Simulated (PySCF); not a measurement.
**Diatomics of As with the fifth-period p block**

PBE0 with double-zeta basis sets in PySCF, for the lowest determinant that a PBE0 search found; no spin–orbit coupling. De refers to high-spin ground-configuration atoms. A positive dipole means M(−)As(+).

```csv
M,basis,state (unpaired electrons),Re (Å),ωe (cm⁻¹),De (eV),μ (D)
In,def2-SVP,triplet (π ↑↑),2.758,180,1.82,-1.85
Sn,def2-SVP,doublet (π ↑),2.442,290,2.56,-1.76
Te,def2-SVP,doublet (π ↑),2.348,331,2.82,0.10
I,def2-SVP,triplet (π ↑↑),2.500,260,2.39,0.65
```

The shortest bond is that of TeAs (2.348 Å), the longest that of InAs (2.758 Å).

The state changes along the series, so neighbouring rows are not always alike in their bonding.

Spin–orbit coupling is left out, which matters for elements this heavy, above all for dissociation energies. States were picked by a PBE0 search and need not be the measured ground states.
